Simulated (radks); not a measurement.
Effect of the nuclear size on the thallium ion Tl2+, [Xe] 4f14 5d10 6s1. All-electron calculation, Dirac Kohn-Sham, LDA (Slater exchange, Perdew-Wang correlation), spin-unpolarised, spherical densities, finite nucleus; Fermi nuclear charge, rms radius 5.4759 fm. Program: a radial shooting solver on a logarithmic mesh with Libxc functionals. The rms radius is varied about that value; shifts are against it.

rms radius (fm)  total energy shift (eV)  density at nucleus (e/bohr^3)  1s1/2 shift (meV)  2s1/2 shift (meV)  5s1/2 shift (meV)  5p1/2 shift (meV)  6s1/2 shift (meV)  6p1/2 (empty) shift (meV)  7s1/2 (empty) shift (meV)
4.8571                             -25.2                      2.643e+06             -10100              -1510              -18.2             -0.047              -2.20                      0.147                     -0.375
5.1583                             -13.1                      2.577e+06              -5250               -790              -9.48             -0.025              -1.15                      0.077                     -0.196
5.4759                                 0                      2.512e+06              0.000              0.000              0.000              0.000              0.000                      0.000                      0.000
5.7333                              11.0                      2.464e+06               4380                660               7.92              0.022              0.957                     -0.064                      0.164
6.6149                              50.8                      2.319e+06              20300               3050               36.6              0.106               4.42                     -0.296                      0.756

Slopes of the eigenvalues against <r^2> in GHz/fm^2, as finite differences over the two radii next to the reference (eigenvalue slopes, not the field-shift constants of lines): 1s1/2 372000, 2s1/2 56000, 5s1/2 672, 5p1/2 1.81, 6s1/2 81.2, 6p1/2 (empty) -5.45, 7s1/2 (empty) 13.9.
